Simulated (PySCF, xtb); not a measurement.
1,2,4-triazole (C2H3N3), SMILES c1nc[nH]n1.

GFN2-xTB (xtb) at its own geometry gives an orbital gap of 4.27 eV and a dipole moment of 3.03 D.

The structure is a stationary point at PBE0-D3(BJ)/def2-SVP.

Q: What does r2SCAN/def2-TZVP in PySCF give? (An estimate is asked for; the answer gives what the named calculation found.)

A: gap 6.11 eV (levels -6.90 and -0.79 eV), dipole 2.89 D.
